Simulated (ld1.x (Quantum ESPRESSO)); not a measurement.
# What one change does to a pseudopotential (P, TM)

P (Z = 15), norm-conserving Troullier–Martins (Kleinman–Bylander form), made with ld1.x (Quantum ESPRESSO) 7.5 (PBE, non-relativistic). Core [Ne], reference 3s2 3p1 (charge +2). Waves: 3p (bound): rc 1.50 bohr; 3d channel at -0.15 Ry: rc 1.35 bohr; 3s (bound): rc 1.10 bohr. Local part: the s channel. Core correction: none.

All-electron outer shells of the reference configuration (PBE, non-relativistic, ld1.x):

```csv
shell,level (eV),outermost node (bohr),outermost maximum (bohr)
3s,-33.86,0.65,1.52
3p,-24.28,0.63,1.68
```

Change: functional LDA (PZ).

Cutoffs: the cutoffs (Ry, on a coarse ladder) from which the occupation-weighted sum of valence levels, in a spherical-Bessel basis at the reference potential, stays within 10 and 1 mRy of its value at 400 Ry; they do not see the model core or the augmentation charge, which bear on the density cutoff. Errors are all-electron minus pseudo energies relative to the spin-unpolarised reference configuration.

What does the change do?

The potential gets neither clearly harder nor softer (70 Ry and 200 Ry → 70 Ry and 200 Ry); the number of tests with a reliable result goes from 7 to 9; of the 7 tests that both files solve, the error grows in 5 and shrinks in 2 by more than 15 % and 0.3 meV (median size 37.1 → 55.4 meV); neither file shows a bound ghost.

```tsv
quantity	base	changed
cutoff, loose	70 Ry	70 Ry
cutoff, tight	200 Ry	200 Ry
bound ghosts	none	none
error for 3s2 3p3, meV [ΔE -28.90 → -29.09 eV]	+37	+59
error for 3s2 3p2, meV [ΔE -19.16 → -19.26 eV]	+15	+24
error for 3s2 3p0, meV [ΔE 29.75 → 29.90 eV]	+37	+55
error for 3s2 3p2.5, meV [ΔE -25.12 → -25.27 eV]	+27	+43
error for 3s1 3p4, meV [ΔE -20.45 → -20.69 eV]	+74	+61
error for 3s2 3p3.3, meV [ΔE -30.21 → -30.43 eV]	+42	+66
error for 3s1 3p3, meV [ΔE -10.13 → -10.29 eV]	+53	+31
s: phases at 1.65 bohr within 0.05 rad from the reference energy up to (Ry; the scan ends near 5)	0.5	0.4
p: phases at 1.65 bohr within 0.05 rad from the reference energy up to (Ry; the scan ends near 5)	2.2	2.2
d: phases at 1.65 bohr within 0.05 rad from the reference energy up to (Ry; the scan ends near 5)	to the end of the scan	to the end of the scan
```
